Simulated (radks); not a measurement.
Results of a calculation; reference values are marked as such.
All-electron atom: the germanium ion Ge14+ in [Ar] (the NIST ground configuration). Code: a radial shooting solver on a logarithmic mesh with Libxc functionals. Model: scalar-relativistic Kohn-Sham, PBE, spin-unpolarised, spherical densities, point nucleus.

Normalised radial functions P(r) = r R(r), r in bohr:

r              3s       4s
0.005348   0.2384   0.1323
0.007726   0.3141   0.1742
0.01116    0.3974   0.2204
0.01613    0.4722   0.2616
0.0233     0.5050   0.2792
0.03367    0.4419   0.2431
0.04826    0.2279   0.1224
0.06973   -0.1693  -0.0999
0.1007    -0.6393  -0.3582
0.1456    -0.8687  -0.4663
0.2103    -0.4675  -0.1983
0.3039     0.5572   0.3932
0.4391     1.4426   0.6941
0.6344     1.3478   0.0522
0.9166     0.5921  -0.9596
1.324      0.1068  -1.0040
1.898      0.0062  -0.3479
2.743      0.0001  -0.0334

3s: eigenvalue -565.09 eV, 2 radial nodes at r = 0.0606, 0.253 bohr, <r> = 0.554 bohr, 90 % of the charge inside 0.809 bohr. 4s (empty): eigenvalue -260.49 eV, 3 radial nodes at r = 0.0601, 0.240, 0.646 bohr, <r> = 1.13 bohr, 90 % of the charge inside 1.60 bohr.
